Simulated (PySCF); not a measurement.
# Oxygen: a sound run and one with changed settings

Sound run: O⁺ [He] 2s2 2p3, O²⁺ [He] 2s2 2p2. Calculation: PySCF 2.14, in cc-pVDZ (3s2p1d, 14 functions); no relativity, point nucleus. In the sound run the correlated levels freeze 1s2. The sound run starts from symmetry-adapted Hartree-Fock orbitals and uses a fine grid where one is needed.

A second run was set up differently.

| species | method | sound run (hartree) | changed run (hartree) | converged |
| --- | --- | --- | --- | --- |
| O⁺ | MP2 | -74.42235 | -74.36898 | yes |
| O⁺ | CCSD(T) | -74.43778 | -74.37236 | yes |
| O²⁺ | MP2 | -73.13657 | -73.08568 | yes |
| O²⁺ | CCSD(T) | -73.15946 | -73.08670 | yes |

Ionisation energy of O⁺:

```csv
method,sound run (eV),changed run (eV)
UHF,34.598,34.598
MP2,34.988,34.920
SCS-MP2,34.789,34.705
CCSD,34.787,34.984
CCSD(T),34.785,34.985
```

(1) What was changed?
A. minimal basis
B. a valence shell is frozen
C. too few SCF iterations
D. all electrons correlated in a valence basis

## Answers

(1) B. Freezing a valence shell removes pair correlation that changes on ionisation.
